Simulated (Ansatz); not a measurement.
Reactions of C$_{3}$H$_{4}$AlNO, SMILES `C=[N][Al]1[O][C]1=C`.

Computed with Ansatz on PBE0-D4/def2-TZVP structures; ΔE is electronic, products minus reactants. CCSD(T)/CBS is the MP2 limit (def2-TZVPP, def2-QZVPP) plus CCSD(T) − MP2 in def2-TZVPP, frozen cores. This one scheme is used for every species, atoms too. DFT in def2-TZVPP. Open shells (•) are unrestricted, without spin–orbit coupling. Spin–orbit coupling would lower the free atoms: a little for Al, C, O. One conformer a species, not always the lowest.

```tsv
reaction	PBE-D4 (kJ/mol)	LDA (SPW92) (kJ/mol)	revPBE-D4 (kJ/mol)
`C=[N][Al]1[O][C]1=C` + CH₄ → `C=[C]1[O][Al]1[CH3]` + `C=N`	53	54	53
`C=[N][Al]1[O][C]1=C` → Al• + 3 C• + 4 H• + N• + O•	4244	4779	4112
`C=[N][Al]1[O][C]1=C` + H₂O → `C=[C]1[O][Al]1[OH]` + `C=N`	-59	-57	-59
`C=[N][Al]1[O][C]1=C` + H₂ → `C=[C]1[O][AlH]1` + `C=N`	41	43	43
```

(1) Give the CCSD(T)/CBS values in the same order. (Best estimate.)

Largest T1 diagnostic: 0.018, for Al•.

Answers

(1) Computed: 55, 4070, -64, 40 kJ/mol.
